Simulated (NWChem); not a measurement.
**Lowest excitation of boron oxyfluoride (BFO)**

SMILES: O=BF
```xyz
3

F      0.0000     0.0000    -1.1962
B      0.0000     0.0000     0.0865
O      0.0000     0.0000     1.2917
```
Charge 0, spin multiplicity 1.

The numbers come from NWChem runs, not from measurements. The geometry was optimised at PBE0/def2-SVP, a minimum by its harmonic frequencies.

Basis set: def2-SVPD.

```tsv
method	lowest vertical singlet excitation energy (eV)	relative cost	difference from EOM-CCSD
CIS	9.42	under 3	+1.09
TDA-BHandHLYP	8.52	under 3	+0.19
EOM-CCSD	8.33	4	0.00
TD-PBE	7.45	1	-0.88
TD-B3LYP	7.86	under 3	-0.47
```

The values span 1.98 eV, from TD-PBE (lowest) to CIS (highest). Relative cost: rough, from shared machines, SCF included, TD-PBE = 1.

The correlated methods keep 3 core orbitals frozen. B3LYP has NWChem's definition, with VWN1-RPA local correlation. Coupled-cluster values serve here as a point of comparison, not as the truth.
